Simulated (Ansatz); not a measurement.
Gas-phase electronic energies from Ansatz, PBE0-D4/def2-TZVP geometries. CCSD(T)/CBS adds triple-zeta CCSD(T) − MP2 to the extrapolated MP2 energy (def2 sets, frozen cores). Functionals use def2-TZVPP. B3LYP here is the variant with VWN-RPA as its local correlation; programs differ in this. One conformer a species, not always the lowest.

Reaction (cleavage of the Si–Si bond): `F[Si]1([SiH3])CS1` + `CO[SiH](N)O` → `CO[SiH](N)O[SiH3]` + `F[SiH]1CS1`

| level | ΔE (kcal/mol) | difference from CCSD(T)/CBS |
| --- | --- | --- |
| PBE-D4 | -17.0 | 6.7 |
| r2SCAN-D4 | -21.8 | 1.9 |
| PBE0-D4 | -19.4 | 4.3 |
| B3LYP-D4 | -23.6 | 0.1 |
| ωB97X-V | -23.2 | 0.5 |
| ωB97M-V | -24.1 | -0.4 |
| B2PLYP | -24.4 | -0.7 |
| PBE | -16.8 | 6.9 |
| r2SCAN | -21.6 | 2.1 |
| PBE0 | -19.2 | 4.5 |
| B3LYP | -23.3 | 0.4 |
| HF/def2-TZVPP | -30.2 | -6.5 |
| MP2/def2-TZVPP | -25.0 | -1.3 |
| SCS-MP2/def2-TZVPP | -26.3 | -2.6 |
| CCSD/def2-TZVPP | -24.8 | -1.1 |
| CCSD(T)/def2-TZVPP | -23.7 | 0.0 |
| HF/def2-QZVPP | -30.8 | -7.1 |
| MP2/def2-QZVPP | -25.2 | -1.5 |
| SCS-MP2/def2-QZVPP | -26.5 | -2.8 |
| HF/CBS(def2) | -30.9 | -7.2 |
| MP2/CBS(def2) | -25.0 | -1.3 |
| CCSD/CBS(def2) | -24.8 | -1.1 |
| CCSD(T)/CBS | -23.7 | 0 |

Largest T1 diagnostic among the species: 0.013.

From PBE to PBE0 (25 % exact exchange), in def2-TZVPP and without D4, ΔE moves by −2.4 kcal/mol. In def2-TZVPP, CCSD(T) changes the Hartree–Fock value by +6.5 kcal/mol (the triples alone add +1.0 kcal/mol) and MP2 by +5.2 kcal/mol.
